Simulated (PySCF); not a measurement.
Zn(Me)2 cation (C2H6Zn), SMILES [CH3][Zn][CH3] (connectivity only; charge and spin as stated), charge +1, multiplicity 2.

The structure is a stationary point at PBE-D3(BJ)/def2-SVP. The spin state was assumed, not searched. The isomer is the one that the SMILES or the coordinates give; other isomers of the formula were not compared.

All values below come from PBE-D3(BJ)/def2-SVP run with PySCF.

Frequencies are harmonic and unscaled.

Modes within 1.5 cm⁻¹ of each other (mostly degenerate sets) share a row, with their intensities summed.

```csv
mode,ν (cm⁻¹),IR (km/mol),moving atoms (share of kinetic energy)
1,8,0.0,H 100 %
2–3,58,0.0,"C 49 %, Zn 30 %, H 20 %"
4,387,0.0,"C 80 %, H 20 %"
5,400,87.7,"C 63 %, Zn 31 %"
6–7,546,64.5,H 91 %
8–9,563,0.0,H 92 %
10,955,297.6,"H 88 %, C 11 %"
11,1079,0.0,"H 81 %, C 19 %"
12–13,1318,42.9,H 92 %
14–15,1321,0.0,H 92 %
16,2974,115.3,H 99 %
17,2977,0.0,H 99 %
18–19,3145,98.1,"H 90 %, C 10 %"
20–21,3147,0.0,"H 90 %, C 10 %"
```
